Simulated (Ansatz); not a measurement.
The cluster Si₅Te₃, relaxed as a singlet with RKS PBE-D4/def2-SVP in Ansatz, starting from the GFN2-xTB geometry. Force threshold 0.02 eV/Å.

In the def2 sets Te takes a core potential; there is no spin–orbit coupling. The structure comes from a short search, and lower isomers may exist.

Start:

Cartesian coordinates in Å:
```
Si 0.2470 0.8999 -2.3006
Si -1.7650 0.7281 -1.1014
Si 0.8290 -1.2936 1.8448
Si -1.1380 -0.0341 2.1074
Si 1.1427 -1.1235 -1.5081
Te -1.1346 -1.7654 -0.0348
Te 2.0510 0.5644 0.3421
Te -0.2321 2.0241 0.6506
```

(1) Estimate the energy that the relaxation releases and the steps that it takes.

(2) Does the start keep its bonding and symmetry?

(3) Predict the relaxed structure.

Answers

(1) 1.93 eV, in 12 steps; 34 s on 4 threads of Arm Neoverse V1 on a shared host. No frequencies were taken in this run, so the end may be a saddle point.

(2) Bonds lost: Te7–Te8 (atoms count from 1). Bonds formed: Si1–Te7, Si1–Te8, Si2–Si5 (atoms count from 1). Point group Cs at the start, Cs at the end, both within 0.05 Å.

(3) 
```xyz
8

Si    0.7784    1.5266   -1.4442
Si   -1.5462    0.2950   -1.4645
Si    0.9500   -1.1243    1.8647
Si   -1.0264    0.1415    2.1374
Si    0.5977   -1.0779   -1.7621
Te   -1.1285   -1.8337    0.3311
Te    2.3805   -0.0485   -0.0653
Te   -1.0056    2.1214    0.4030
```
Bond lengths: 10 × Si–Te 2.63 to 2.82 Å; 4 × Si–Si 2.36 to 2.63 Å.
